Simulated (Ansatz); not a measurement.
Harmonic frequencies (cm⁻¹) at PBE0-D4/def2-TZVP from Ansatz: 207, 217, 475, 784, 1190, 3990.

Each molecule was computed in one conformer, which needn't be the lowest.

Q: Which molecule is it?
A. `[O]=[Ti]([Cl])[Cl]`
B. `O=BO`
C. `[O]=[Al][OH]`
D. `[O]=[Ti]([F])[F]`

A: C.
